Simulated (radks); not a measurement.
Mo9+, 33 electrons, occupied as [Ar] 3d10 4s2 4p3. All-electron calculation, Dirac Kohn-Sham, BLYP, spin-unpolarised, spherical densities, finite nucleus; open shells fill j = l - 1/2 first; Fermi nuclear charge, rms radius 4.4091 fm. Program: a radial shooting solver on a logarithmic mesh with Libxc functionals.

Unscreened Slater integrals over Kohn-Sham orbitals (eV). Large and small components are both included.

F0(4p3/2,4p3/2): 22.384
F2(4p3/2,4p3/2): 11.894
F0(4p3/2,4p1/2): 22.582
G2(4p3/2,4p1/2): 11.977
F0(4p3/2,4s1/2): 23.131
G1(4p3/2,4s1/2): 15.796
F0(4p3/2,3d5/2): 28.658
F2(4p3/2,3d5/2): 7.2583
G1(4p3/2,3d5/2): 2.4138
G3(4p3/2,3d5/2): 2.3518
F0(4p1/2,4p1/2): 22.789
F0(4p1/2,4s1/2): 23.357
G1(4p1/2,4s1/2): 16.031
F0(4p1/2,3d5/2): 29.105
G3(4p1/2,3d5/2): 2.4293
F0(4s1/2,4s1/2): 23.981
F0(4s1/2,3d5/2): 30.290
G2(4s1/2,3d5/2): 2.7120
F0(3d5/2,3d5/2): 60.018
F2(3d5/2,3d5/2): 29.626
F4(3d5/2,3d5/2): 18.835
